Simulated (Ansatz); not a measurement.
Molecule: methoxyboronic acid, CH₅BO₃, net charge 0, singlet state. SMILES: COB(O)O
Structure (B3LYP-D3(BJ)/def2-TZVP (Ansatz, a first-principles code) minimum search):
```
O
B 1 1.3631
O 2 1.3697 1 120.59
H 3 0.9619 2 112.38 1 180.00
O 2 1.3725 1 119.71 3 180.00
H 5 0.9621 2 112.39 1 0.00
C 1 1.4244 2 120.74 3 0.00
H 7 1.0886 1 107.35 2 180.00
H 7 1.0915 8 109.39 1 -120.52
H 7 1.0915 8 109.39 9 -118.96
```

Wanted: atomisation energy (electronic, to ground-state atoms); the coupled-cluster value holds the core correlation from cc-pwCVTZ, in kcal/mol. Correlated levels leave the core frozen unless marked. Open shells are spin-unrestricted. Spin-orbit coupling is left out. No relativistic terms. CBS(X,Y): correlation extrapolated as X^-3; Hartree-Fock from the larger set.

Level to compare with: CCSD(T)/CBS(aug-cc-pVTZ,aug-cc-pVQZ) plus the core term (Ansatz), 1018.8 kcal/mol. It is a level with limits of its own, and the differences hold the functionals' basis error too.

Question: Rank these functionals by how close they come to CCSD(T)/CBS(aug-cc-pVTZ,aug-cc-pVQZ), closest first: r2SCANh/def2-TZVPD (Ansatz); HSE06/def2-TZVPD (Ansatz); wB97M-V/def2-TZVPD (Ansatz).

Answer: wB97M-V/def2-TZVPD (range-separated hybrid meta-GGA with VV10, 1015.8 kcal/mol, difference -3.0), HSE06/def2-TZVPD (screened hybrid, 1008.8 kcal/mol, difference -10.0), r2SCANh/def2-TZVPD (hybrid meta-GGA, 1007.0 kcal/mol, difference -11.8)
